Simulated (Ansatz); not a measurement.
`N=[C](Cl)[Ga]([F])[Cl]`. Charge 0, multiplicity 1.

Cartesian coordinates in Å:
```
N -0.531 0.966 1.222
C 0.224 0.145 0.662
Cl 1.656 -0.563 1.409
Ga -0.168 -0.431 -1.181
F 0.865 -1.599 -1.954
Cl -1.789 0.273 -2.334
H -0.255 1.208 2.176
```

**Question.** What are the harmonic wavenumbers in cm⁻¹ at PBE0-D4/def2-TZVP (Ansatz, finite differences of forces, unscaled)? (Estimate.)

**Answer.** The calculation gave: 5i, 75, 130, 150, 201, 307, 409, 438, 489, 691, 796, 915, 1170, 1717, 3460.
